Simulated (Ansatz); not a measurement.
Energy difference R1 + R2 → P1 + P2, each structure at its B3LYP-D3(BJ)/def2-TZVP stationary point, reached from a drawn start (curvature not checked).
P1: F atom, charge 0, multiplicity 2.
R1: H atom, charge 0, multiplicity 2.
P2, SiH4 (SMILES [SiH4]) (charge 0, multiplicity 1):
```xyz
5

Si     0.000     0.000     0.000
H      0.855     0.855     0.855
H     -0.855    -0.855     0.855
H     -0.855     0.855    -0.855
H      0.855    -0.855    -0.855
```
R2: FH3Si (SMILES F[SiH3]), charge 0, multiplicity 1.

P less R. No zero-point or thermal terms; singlets are restricted closed shells; open shells are unrestricted; no spin–orbit coupling.

Frozen-core correlation throughout.

The values were computed with Ansatz (a first-principles code). Each number belongs to the level named beside it.

Question: Predict the reaction energy from revPBE/def2-TZVPP.

Answer: 228 kJ/mol

Question: Give the reaction energy at the level SCS-MP2/cc-pV(Q+d)Z.

Answer: 255 kJ/mol

Question: Give the reaction energy at the level SVWN5/def2-TZVPP.

Answer: 295 kJ/mol
